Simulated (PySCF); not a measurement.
Sn(H)3(PH2) (H5PSn), SMILES [PH2][SnH3].

The structure is a stationary point at PBE-D3(BJ)/def2-TZVP. The def2 effective core potentials stand for the cores of Sn; spin–orbit coupling is left out.

Computed with PBE0/def2-TZVPD run with PySCF.

The molecule is in vacuum.

The total energy is -558.51866 hartree and the point group comes out as Cs. The highest occupied level comes out as -7.53 eV and the lowest empty level is -0.65 eV. The orbital gap is 6.88 eV and the dipole moment is 0.61 D. The quadrupole, principal values (traceless, Buckingham form, about the centre of nuclear charge) is -3.67, 1.72, 1.94 D·Å and the mean static polarisability comes out as 75.7 bohr³ (11.22 Å³). The polarisability, principal values comes out as 65.8, 66.5, 94.9 bohr³.
